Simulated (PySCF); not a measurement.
Input and output of a geometry optimisation on `Fc1ccc([C][SiH3])cc1` [triplet].

Method: PySCF 2.14.0, PBE0-D3(BJ)/def2-SVP geometry optimisation, gas phase.

Input of the driver that calls PySCF (job settings, then Cartesian coordinates in Å, the GFN2-xTB start):

```
{"job": {"xc": "PBE0", "basis": "def2-SVP", "d3": "d3bj", "grid": 1, "kind": "geom"}, "charge": 0, "multiplicity": 3}
F     -3.7908    -0.0491     1.0550
C     -2.5075    -0.0609     0.6415
C     -1.5105     0.3431     1.5232
C     -0.2033     0.3326     1.1131
C      0.1534    -0.0813    -0.2099
C      1.4401    -0.0900    -0.6378
Si     3.2371     0.1721    -0.6599
C     -0.9106    -0.4899    -1.0722
C     -2.2149    -0.4763    -0.6525
H     -1.7841     0.6568     2.5192
H      0.5876     0.6403     1.7789
H      3.5987     0.6777    -1.9889
H      3.8991    -1.1116    -0.4092
H      3.6685     1.1463     0.3547
H     -0.6609    -0.8096    -2.0717
H     -3.0172    -0.7824    -1.3062
```

Output:

```
step   0  E = -659.28784235  max force = 0.028784
step   1  E = -659.29101654  max force = 0.010409
step   2  E = -659.29104521  max force = 0.005815
step   3  E = -659.29122786  max force = 0.001699
step   4  E = -659.29124740  max force = 0.000778
step   5  E = -659.29126119  max force = 0.001160
step   6  E = -659.29128774  max force = 0.001305
step   7  E = -659.29132293  max force = 0.000583
step   8  E = -659.29133600  max force = 0.000466
step   9  E = -659.29133678  max force = 0.000108
optimisation converged
```

Energies are in Eh and forces in Eh/bohr. The run used 165 basis functions and 79 SCF iterations in all.

Hardware: Arm Neoverse V2, one thread, on a shared host. Cost: 3.4 min.

Question: How much energy does the optimisation gain, and how much of it in the first step?

Answer: 2.2 kcal/mol (95 meV) from step 0 to step 9; the first step changes the energy by -2.0 kcal/mol. The largest force component goes from 0.0288 to 0.00011 Eh/bohr.

Final geometry (Å):

```xyz
16
angstrom
F     -3.744   -0.064    1.182
C     -2.500   -0.071    0.713
C     -1.462    0.375    1.530
C     -0.166    0.368    1.042
C      0.123   -0.085   -0.279
C      1.429   -0.092   -0.774
Si     3.226    0.178   -0.693
C     -0.971   -0.530   -1.076
C     -2.266   -0.523   -0.585
H     -1.689    0.720    2.540
H      0.654    0.715    1.674
H      3.699    0.861   -1.936
H      3.950   -1.125   -0.566
H      3.585    1.033    0.486
H     -0.775   -0.881   -2.091
H     -3.108   -0.862   -1.190
```

Point group not settled. PBE0-D3(BJ)/def2-SVP frequencies: not computed here. After the best overlay, start and end differ by 0.12 Å (root mean square over atoms).
